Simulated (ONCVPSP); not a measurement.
Potentials for Hg compared

Generated with ld1.x 7.5 (TM, RRKJ, ultrasoft, PAW), atompaw 4.2 or ONCVPSP 4.0.1. The cutoff is in Ry: for ld1.x and atompaw files where the sum of valence levels is converged to 10 mRy in a Bessel basis, for ONCV files where the hardest occupied wave has 1 mHa per electron of residual kinetic energy. The error is the largest all-electron minus pseudo excitation energy over each file’s own four to seven test configurations (ionisations up to +4, promotions, holes and added fractions of an electron), all of which were solved. The labels leave out finer settings (local radius, basis sizes, second energies), which also bear on the numbers. Spin-polarised tests are not counted. The rows are a selection from randomly drawn settings: files with unsolved tests, undetermined cutoffs or missed reference levels are left out.

A true bound ghost makes a file unfit for plane-wave use even where its test errors are small: the radial tests pick states by their node count and pass the ghost by.

| potential | cutoff (Ry) | largest error (meV) | bound ghosts |
| --- | --- | --- | --- |
| ONCV, LDA (Perdew-Zunger), fully relativistic, rc 2.35/3.40/1.30 (spd), local smoothed, core correction yes, reference 5d10 6s1 6p1, qcut 2.5/2.7/6.6, projectors 1/2/3 | 44 | -15 | s, d5/2, d3/2 |
| ONCV, PBE, scalar-relativistic, rc 1.35/1.75/1.75 (spd), local smoothed, core correction no, reference 5s2 5p6 5d10 6s2, qcut 7.3/8.8/7.2, projectors 3/2/3 | 53 | -286 | none |
| ONCV, PBEsol, scalar-relativistic, rc 1.65/1.30/1.30/0.70 (spdf), local smoothed, core correction no, reference 4f14 5s2 5p6 5d10 6s2, qcut 7.7/8.4/7.4/28.8, projectors 2/2/2/2 | 639 | -490 | s, p |
| ONCV, LDA (Perdew-Wang 92), scalar-relativistic, rc 1.55/1.10/1.55/0.80 (spdf), local smoothed, core correction yes, reference 4f14 5s2 5p6 5d10 6s1, qcut 6.5/7.7/5.6/19.8, projectors 2/2/2/3 | 672 | -569 | s, p, d |
| ONCV, LDA (Perdew-Wang 92), scalar-relativistic, rc 1.70/1.80/1.75 (spd), local smoothed, core correction yes, reference 5s2 5p6 5d10 6s1, qcut 8.8/9.8/9.3, projectors 2/2/3 | 47 | -17 | none |
| ONCV, LDA (Perdew-Wang 92), scalar-relativistic, rc 1.50/1.55/1.25 (spd), local smoothed, core correction no, reference 5s2 5p6 5d10, qcut 10.6/10.2/7.1, projectors 2/2/2 | 69 | +12 | none |
| ONCV, LDA (Perdew-Zunger), scalar-relativistic, rc 1.70/1.60/1.60 (spd), local d, core correction no, reference 5s2 5p6 5d10 6s2, qcut 5.9/10.4/11.2, projectors 2/2/0 | 65 | -827 | none |

(1) Fill in the row for Hg: ONCV, LDA (Perdew-Wang 92), scalar-relativistic, rc 1.46/0.96/1.74 (spd), local smoothed, core correction no, reference 5s2 5p6 5d10 6s0.5, qcut 6.8/7.2/8.4, projectors 2/1/2.

(2) Fill in the row for Hg: ONCV, BLYP, scalar-relativistic, rc 1.70/1.40/1.65/0.60 (spdf), local smoothed, core correction yes, reference 4f14 5s2 5p6 5d10 6s2, qcut 9.2/8.7/9.3/27.2, projectors 2/2/2/2.

## Answers

(1) cutoff 237 Ry, largest error +4.2 meV, bound ghosts: none.

(2) cutoff 652 Ry, largest error -109 meV, bound ghosts: s, p.
